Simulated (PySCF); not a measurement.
Rigid-rotor lines calculated for a species of formula C3H5ClO2Si (commonest isotopes; PBE0-D3(BJ)/def2-SVP geometry optimisation, gas phase in PySCF), labelled J(Ka,Kc):

| transition | MHz |
| --- | --- |
| 1(1,1) ← 0(0,0) | 4140.9 |
| 2(1,1) ← 1(1,0) | 6003.3 |
| 2(1,2) ← 1(1,1) | 5593.3 |
| 1(0,1) ← 0(0,0) | 2899.2 |
| 2(0,2) ← 1(0,1) | 5775.0 |

(1) Find the rotational constants.

(2) What moments of inertia, asymmetry and inertial defect follow?

(3) Which dipole components do these lines need?

(4) Where do these fall, and of which type are they? 2(0,2) ← 1(1,1); 2(2,0) ← 1(1,1); 2(2,1) ← 2(1,2); 2(1,1) ← 2(1,2); 2(1,2) ← 1(0,1); 2(2,1) ← 1(1,0); 2(2,0) ← 2(1,1); 1(1,0) ← 1(0,1); 2(1,1) ← 2(0,2).

(5) Which structure gave them?

## Answers

(1) 1(0,1) ← 0(0,0) is B + C, 2(1,1) ← 1(1,0) is 3B + C and 2(1,2) ← 1(1,1) is B + 3C, so B − C is half the difference of the last two, 205.0 MHz. 1(1,1) ← 0(0,0) is A + C. A = 2793.8, B = 1552.1, C = 1347.1 MHz.

(2) I = 505379 MHz·u·Å² over each constant: Ia = 180.89, Ib = 325.61, Ic = 375.17 u·Å²; κ = (2B − A − C)/(A − C) = -0.717 (asymmetric top); Δ = Ic − Ia − Ib = -131.34 u·Å².

(3) μa and μb (a-type: ΔKa even, ΔKc odd; b-type: both odd). The calculation gives |μa| = 0.60 D, |μb| = 1.49 D, |μc| = 0.00 D.

(4) 
```
     transition   MHz  type  branch
2(1,1) ← 2(1,2)   615     a       Q
1(1,0) ← 1(0,1)  1447     b       Q
2(1,1) ← 2(0,2)  1675     b       Q
2(2,0) ← 2(1,1)  3749     b       Q
2(2,1) ← 2(1,2)  4340     b       Q
2(0,2) ← 1(1,1)  4533     b       R
2(1,2) ← 1(0,1)  6835     b       R
2(2,1) ← 1(1,0)  9729     b       R
2(2,0) ← 1(1,1)  9957     b       R
```

(5) `C[Si]1(Cl)OC=CO1`, point group Cs. Three constants can't fix a structure by themselves; this is the one that was computed:
```xyz
12
C3H5ClO2Si angstrom
C     -2.011    0.385   -0.176
Si    -0.397   -0.136    0.538
Cl    -0.666   -0.795    2.469
O      0.445   -1.284   -0.366
C      1.715   -0.796   -0.564
C      1.915    0.449   -0.113
O      0.817    1.032    0.474
H     -1.868    0.757   -1.201
H     -2.711   -0.463   -0.194
H     -2.455    1.183    0.438
H      2.427   -1.456   -1.058
H      2.828    1.041   -0.153
```

Whether it is a minimum is left open (no frequencies). No vibrational averaging or centrifugal distortion is included, and the geometry carries the error of its method. A rigid rotor knows nothing of internal rotation, which can split or shift real lines. Quadrupole hyperfine structure (35Cl) is left out.

Time: 54 s of wall time; peak memory 0.52 GiB. Hardware: one thread of an Arm Neoverse V1 (shared host). This is the geometry optimisation.
